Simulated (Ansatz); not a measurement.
Relaxation of BrGeH₃S (6 atoms, charge 0, multiplicity 1), to a largest force component of 0.03 eV/Å in at most 50 steps.

These are results of RKS PBE-D4/def2-SVP in Ansatz 0.2.0, not measurements.

```xyz
6
Properties=species:S:1:pos:R:3
Ge -0.396 0.300 0.352
Br -1.146 -1.323 -1.221
S 1.826 0.113 0.163
H 1.578 -0.660 -0.933
H -0.954 1.665 -0.121
H -0.909 -0.096 1.760
```

Where does it end, and by what steps?

It converged. The force dipped under the threshold on the way, but the program's further checks kept it going. After 12 steps the energy has fallen by 0.120 eV; H4 moved furthest, 0.83 Å.

```tsv
step	energy less start (eV)	largest force component (eV/Å)	accepted
0	0.0000	0.393	yes
1	-0.0449	0.297	yes
2	-0.0472	0.252	yes
3	-0.0544	0.094	yes
4	-0.0661	0.082	yes
5	-0.0695	0.067	yes
6	-0.0946	0.216	yes
7	-0.1136	0.103	yes
8	-0.1184	0.038	yes
9	-0.1174	0.348	no
10	-0.1202	0.008	yes
11	-0.1202	0.095	yes
12	-0.1204	0.017	yes
```

```xyz
6
Properties=species:S:1:pos:R:3
Ge -0.434 0.130 0.282
Br -1.612 -1.427 -1.001
S 1.756 -0.298 0.305
H 1.927 0.087 -0.991
H -0.730 1.516 -0.341
H -0.908 -0.008 1.746
```

Whether the end is a true minimum wasn't checked by a vibrational analysis.

Run time: 7.4 s on 2 threads of AMD EPYC 9R45 96-Core Processor (Zen 5), with other jobs on the host, peak memory 0.17 GiB.
